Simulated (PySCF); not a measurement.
## Kr: ionisation energy

Kr [Kr] (1S) → Kr⁺ [Ar] 3d10 4s2 4p5 (2P), as a difference of total energies. Computed with PySCF 2.14 in cc-pVDZ-PP with ECP10MDF, with scalar relativity through the core potential. Correlated levels: valence: 3s2 3p6 3d10 frozen. The calculations carry no spin-orbit coupling.

| method | ionisation energy (eV) | error (eV) |
| --- | --- | --- |
| UHF | 13.156 | -1.066 |
| BP86 | 14.164 | -0.058 |
| LDA | 14.303 | +0.081 |
| MP2 (valence) | 13.825 | -0.397 |
| SCS-MP2 (valence) | 13.746 | -0.476 |
| CCSD (valence) | 13.715 | -0.507 |
| CCSD(T) (valence) | 13.716 | -0.506 |

Reference: 14.222 eV (measured; NIST levels, between the centres of gravity of the two terms).

Errors of the correlated levels include the incompleteness of this basis and the frozen core.
